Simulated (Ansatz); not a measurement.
CH4AlBrFN (`C[NH][Al]([F])[Br]`), relaxed with RKS PBE-D4/def2-SVP in Ansatz from a rough embedded geometry. The force threshold is 0.03 eV/Å; the program also tests the step.

The species carries charge 0 and has multiplicity 1.

Start:

```xyz
9

C    -0.137   -1.279    0.273
N     0.672   -0.115    0.530
Al    0.220    1.301   -0.695
F     0.477    1.090   -2.488
Br   -0.524    3.396    0.113
H     0.051   -2.048    1.031
H    -0.016   -1.649   -0.729
H    -1.240   -0.949    0.430
H     0.497    0.253    1.535
```

| step | energy (eV) | largest force (eV/Å) | largest move (Å) |
| --- | --- | --- | --- |
| 1 | -81921.2717 | 2.653 | 0.000 |
| 2 | -81921.9136 | 1.645 | 0.199 |
| 3 | -81922.0949 | 0.869 | 0.157 |
| 4 | -81922.1984 | 0.713 | 0.199 |
| 5 | -81922.2668 | 0.646 | 0.197 |
| 6 | -81922.3124 | 0.664 | 0.197 |
| 7 | -81922.3368 | 0.507 | 0.090 |
| 8 | -81922.3480 | 0.260 | 0.084 |
| 9 | -81922.3525 | 0.127 | 0.049 |
| 10 | -81922.3533 | 0.017 | 0.023 |

End:

```xyz
9

C    -0.154   -1.317    0.294
N    -0.041    0.118    0.517
Al    0.202    1.407   -0.671
F     0.334    1.025   -2.295
Br    0.336    3.557   -0.012
H     0.634   -1.895    0.829
H    -0.048   -1.546   -0.785
H    -1.140   -1.724    0.617
H    -0.123    0.374    1.505
```

Run time 16 s (4 threads of a server CPU on a shared host); peak host memory 0.19 GiB.
